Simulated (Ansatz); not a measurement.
# A small benchmark: atomisation enthalpy at 298 K

6 molecules with halogens; the atomisation enthalpy at 298 K in kJ/mol, computed less measured. Shapes, held fixed at every level: PBE0-D4/def2-TZVP. Thermal terms are harmonic and unscaled (PBE0-D4/def2-TZVP); the spin-orbit lowering of the free atoms is taken from their spectra. Programs: Ansatz 0.2.0. Measured values: Active Thermochemical Tables, CRC Handbook of Chemistry and Physics, NIST-JANAF tables.

Levels: A = HF/def2-SVP; B = B2PLYP/def2-TZVPP; C = CCSD(T)/def2-TZVPP; D = CCSD(T)/CBS estimate.

| molecule | from tabulated heats | A | B | C | D |
| --- | --- | --- | --- | --- | --- |
| HCl (SMILES Cl) | 431 | -135 | -11 | -11 | +1 |
| SiCl4 (silicon tetrachloride) | 1598 | -473 | -57 | -74 | 0 |
| PF5 (pentafluorophosphorane) | 2308 | -979 | -61 | -108 | -6 |
| SF6 (sulfur hexafluoride) | 1974 | -1212 | -76 | -115 | +2 |
| C2H4F2 (1,1-difluoroethane) | 2965 | -795 | -28 | -73 | 0 |
| C2HCl5 (pentachloroethane) | 2400 | -912 | -73 | -100 | +5 |

Problem. Which level does best on this set, which worst, and which err to one side?

Solution. 
```
               level                   kind  mean error  mean absolute error  worst case
         HF/def2-SVP           Hartree–Fock      -751.0                751.0         SF6
   B2PLYP/def2-TZVPP          double hybrid       -51.0                 51.0         SF6
  CCSD(T)/def2-TZVPP  coupled cluster or CI       -80.2                 80.2         SF6
CCSD(T)/CBS estimate  coupled cluster or CI        +0.3                  2.3         PF5
```

On this set CCSD(T)/CBS estimate has the smallest mean absolute error and HF/def2-SVP the largest. HF/def2-SVP is too low in 6 of 6; B2PLYP/def2-TZVPP is too low in 6 of 6; CCSD(T)/def2-TZVPP is too low in 6 of 6. The heats of PF5 come from older tables and can be uncertain by 10 kJ/mol or more. The tabulated value of C2HCl5 is in doubt (older tables, estimates, or at odds with other calculations) and kept here. Over the 5 molecules whose values aren't doubted the mean absolute errors are A 718.8; B 46.6; C 76.2; D 1.8. Hartree–Fock lacks correlation and underbinds. Correlated wave functions converge slowly with the basis. The CBS estimate extrapolates MP2 from def2-TZVPP and def2-QZVPP and adds CCSD(T) − MP2 in the triple-zeta set, cores frozen. The set is small.
